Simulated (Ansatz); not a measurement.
Consider the ligand exchange at the Si–N bond: `N[Si@H](O)N[Si@@H](N)F` + `[NH2][GeH2][NH2]` → `[NH2][GeH2][NH][SiH](N)F` + `N[SiH](N)O`.

Gas-phase electronic energies from Ansatz, PBE0-D4/def2-TZVP geometries. CBS: MP2 limit from def2 TZ/QZ plus the TZ coupled-cluster correction, frozen cores. DFT in def2-TZVPP. B3LYP here is the variant with VWN-RPA as its local correlation; programs differ in this. For Ge outer-core shells are correlated without core-valence functions, which leaves a few kJ/mol of doubt a bond. Scalar relativity is left out up to krypton. Each species was taken in one conformer, which may not be the lowest.

| level | ΔE (kcal/mol) | difference from CCSD(T)/CBS |
| --- | --- | --- |
| ωB97X-V | -0.9 | 0.2 |
| ωB97M-V | -1.0 | 0.1 |
| PBE | 0.0 | 1.1 |
| B3LYP | -0.7 | 0.4 |
| SCS-MP2/def2-TZVPP | -1.2 | -0.1 |
| CCSD(T)/def2-TZVPP | -0.9 | 0.2 |
| HF/def2-QZVPP | -1.8 | -0.7 |
| SCS-MP2/def2-QZVPP | -1.3 | -0.2 |
| HF/CBS(def2) | -1.8 | -0.7 |
| MP2/CBS(def2) | -1.4 | -0.3 |
| CCSD(T)/CBS | -1.1 | 0 |

Largest T1 diagnostic among the species: 0.011.
